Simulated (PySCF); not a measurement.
Work out the structure from these simulated measurements.

Elements present: C, H and N. Monoisotopic mass: 109.0771 u (electron mass counted); charge -1.

* 13C NMR: chemical shifts (computed TMS as zero) by class: 145.9 (1 C), 140.0 (1 C), 123.9 (1 C), 35.8 (1 C), 33.6 (1 C), 14.6 (1 C) ppm [GIAO PBE0/pcSseg-1]
* Rotational structure: rotational constants A, B, C: 4.604, 1.419, 1.261 GHz [GFN2-xTB]
* 1H NMR: chemical shifts (computed TMS as zero) by class: 6.91 (1 H), 6.63 (1 H), 2.51 (2 H), 1.24 (2 H), 1.15 (3 H) ppm [GIAO PBE0/pcSseg-1]
* Couplings: largest of the computed one-bond spin–spin couplings (means over like bonds): 13C–1H +184.9, 13C–1H +169.8, 13C–1H +130.8 (×3), 13C–1H +128.8 (×2), 13C–1H +128.1 (×2), 13C–13C +69.1, 13C–13C +56.5, 13C–13C +36.2 Hz [B3LYP/pcJ-1, spin–dipole term left out]
* NMR, other nuclei: isotropic shieldings of nuclei other than C and H, by class: -29 (1 N), -28 (1 N) ppm [GIAO PBE0/pcSseg-1]

The electronic properties come from PySCF, for the isolated species, density fitting. Levels stand in brackets. The structure is a single GFN2-xTB conformer in the gas phase; no vibrational or solvent corrections. No diffuse functions stand in pcJ-1 and pcSseg-1, which bears on an anion's orbital energies. Each NMR value is the plain mean over a class of atoms that symmetry, rotation or inversion makes alike.

Question: Which formula fits the mass and the elements?

Answer: C6H9N2 (calculated 109.0771). No other formula that holds each of these elements comes within 0.0003 u with a fitting electron parity and a possible valence count.

Question: What is the compound? Reason from the data.

Answer: Numbering: `[CH3:1][CH2:2][CH2:3][c:4]1[cH:5][n-:6][cH:7][n:8]1`. 6 carbons fall into 6 classes; from least to most shielded: aromatic CH next to a ring nitrogen [C7] (145.9 ppm), substituted aromatic carbon [C4] (140.0 ppm), aromatic CH next to a ring nitrogen [C5] (123.9 ppm), benzylic-type carbon [C3] (35.8 ppm), chain CH2 carbon [C2] (33.6 ppm), methyl carbon [C1] (14.6 ppm). Hydrogen classes from least to most shielded: 1 H on an aromatic CH next to a ring nitrogen, C7 (6.91 ppm), 1 H on an aromatic CH next to a ring nitrogen, C5 (6.63 ppm), 2 H on a benzylic-type carbon, C3 (2.51 ppm, a mean of values up to 0.5 ppm apart in this geometry), 2 H on a chain CH2 carbon, C2 (1.24 ppm), 3 H on a methyl carbon, C1 (1.15 ppm, a mean of values up to 2.7 ppm apart in this geometry). The other shieldings belong to: -29 ppm, ring nitrogen [N8]; -28 ppm, two-coordinate ring nitrogen [N6]. The couplings run between: +184.9 Hz, aromatic CH next to a ring nitrogen [C7] and its hydrogen; +169.8 Hz, aromatic CH next to a ring nitrogen [C5] and its hydrogen; +130.8 Hz, methyl carbon [C1] and its hydrogen (with 2 like pairs); +128.8 Hz, chain CH2 carbon [C2] and its hydrogen (with 1 like pair); +128.1 Hz, benzylic-type carbon [C3] and its hydrogen (with 1 like pair); +69.1 Hz, substituted aromatic carbon [C4] and aromatic CH next to a ring nitrogen [C5]; +56.5 Hz, benzylic-type carbon [C3] and substituted aromatic carbon [C4]; +36.2 Hz, methyl carbon [C1] and chain CH2 carbon [C2]. The optimised geometry has point group C1 and is an asymmetric top. Structure: `CCCc1c[n-]cn1`. The assignments are read from this structure; whether some other isomer fits the data as well wasn't checked.

The values belong to the conformer `[CH3:1][CH2:2][CH2:3][c:4]1[cH:5][n-:6][cH:7][n:8]1`: C1–C2–C3–C4 -65°, C2–C3–C4–C5 -88°.
